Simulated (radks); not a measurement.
Task: Coherent X-ray form factor from a spherical all-electron density. All-electron calculation, Dirac Kohn-Sham, PBEsol, spin-unpolarised, spherical densities, point nucleus. Program: a radial shooting solver on a logarithmic mesh with Libxc functionals.

sin(theta)/lambda (1/angstrom),f0 (electrons)
0.05,47.112
0.1,44.843
0.15,41.926
0.2,38.878
0.25,35.935
0.3,33.192
0.4,28.472
0.5,24.822
0.6,22.098
0.8,18.398
1,15.671
1.25,12.658
1.5,10.101
2,6.883

The species is in the configuration that NIST lists as its ground one. Which atom or ion scatters so?

Result: Neutral cadmium, [Kr] 4d10 5s2. Extrapolating in s^2 from the first two rows gives f0(0) = 47.9, near the electron count 48; among species with that count, the fall with angle is slower the higher Z, and the table is that of Z = 48; from so few rows the species is fixed only to a neighbour or two.
